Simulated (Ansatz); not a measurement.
```yaml
crystal:
  periodic: [false, false, false]
  atoms:
    - {symbol: C, position_ang: [-2.992374, -1.414171, -0.799949]}
    - {symbol: C, position_ang: [-2.040144, -2.415518, -0.576641]}
    - {symbol: C, position_ang: [-0.734473, -2.046761, -0.245411]}
    - {symbol: C, position_ang: [-0.443487, -0.679049, -0.105428]}
    - {symbol: C, position_ang: [-1.390391, 0.239050, -0.337135]}
    - {symbol: C, position_ang: [-2.680014, -0.117471, -0.729196]}
    - {symbol: O, position_ang: [-0.890755, 1.578110, -0.240949]}
    - {symbol: C, position_ang: [0.421444, 1.393483, 0.107851]}
    - {symbol: C, position_ang: [1.289946, 2.440976, 0.360322]}
    - {symbol: C, position_ang: [2.566445, 2.089469, 0.655472]}
    - {symbol: C, position_ang: [2.973034, 0.746336, 0.742442]}
    - {symbol: C, position_ang: [2.047370, -0.271176, 0.610995]}
    - {symbol: C, position_ang: [0.791121, 0.028941, 0.203430]}
    - {symbol: H, position_ang: [-3.975408, -1.717637, -1.055355]}
    - {symbol: H, position_ang: [-2.331546, -3.497148, -0.673102]}
    - {symbol: H, position_ang: [0.002269, -2.812599, -0.008058]}
    - {symbol: H, position_ang: [-3.387393, 0.738935, -0.879705]}
    - {symbol: H, position_ang: [0.926089, 3.454694, 0.237143]}
    - {symbol: H, position_ang: [3.285873, 2.890994, 0.863835]}
    - {symbol: H, position_ang: [4.033009, 0.564797, 1.065114]}
    - {symbol: H, position_ang: [2.408780, -1.289732, 0.614932]}
basis:
  gaussian: {orbitals: pcseg-2, fitting: {mean_field: cc-pVTZ-jkfit}}
magnetization: {spin_polarized: true, initial_magnetization: 1}
hamiltonian: {xc: {name: HSE06}, dispersion: d3bj}
```

```sh
$ ansatz run in.yaml --threads 4 --pin off --events-out ev --progress --plain --max-ram 66560MiB --backend cuda --devices 0, --max-vram 37GiB
```

Shortened log:

```
Error: a molecule whose nuclei and cores have a total charge of 88 cannot have a net charge of 0 together with 1 unpaired electrons
```

**Question.** What is wrong with this run?

**Answer.** The number of unpaired electrons doesn't fit the electron count. The input was rejected before any iteration.

HSE06 is defined as in plane-wave codes.
